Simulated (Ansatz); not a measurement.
Start from `[F][In]([Cl])[GeH3]` and change one element to get `[F][Al]([Cl])[GeH3]`.

Ansatz, PBE0-D4/def2-TZVP geometries, multiplicity 1. 

Elements past krypton have def2 core potentials. Scalar relativity is left out up to krypton.

```json
{"property": "LUMO energy (ωB97M-V/def2-TZVPP) / eV", "`[F][In]([Cl])[GeH3]`": "-0.36"}
{"property": "LUMO energy (B3LYP/def2-TZVPP) / eV", "`[F][In]([Cl])[GeH3]`": "-2.21"}
{"property": "LUMO energy (PBE0/def2-TZVPP) / eV", "`[F][In]([Cl])[GeH3]`": "-1.96"}
{"property": "LUMO energy (PBE/def2-TZVPP) / eV", "`[F][In]([Cl])[GeH3]`": "-2.71"}
{"property": "HOMO energy (PBE/def2-TZVPP) / eV", "`[F][In]([Cl])[GeH3]`": "-7.26"}
{"property": "HOMO energy (B3LYP/def2-TZVPP) / eV", "`[F][In]([Cl])[GeH3]`": "-8.25"}
```

(1) What does the change do to each property? (An estimate is asked.)

## Answers

(1) The calculation gave: 
```csv
property,`[F][Al]([Cl])[GeH3]`,shift
LUMO energy (ωB97M-V/def2-TZVPP) / eV,0.13,0.49
LUMO energy (B3LYP/def2-TZVPP) / eV,-1.76,0.45
LUMO energy (PBE0/def2-TZVPP) / eV,-1.58,0.38
LUMO energy (PBE/def2-TZVPP) / eV,-2.30,0.41
HOMO energy (PBE/def2-TZVPP) / eV,-7.30,-0.04
HOMO energy (B3LYP/def2-TZVPP) / eV,-8.23,0.02
```

B3LYP here is the variant with VWN-RPA as its local correlation; programs differ in this.
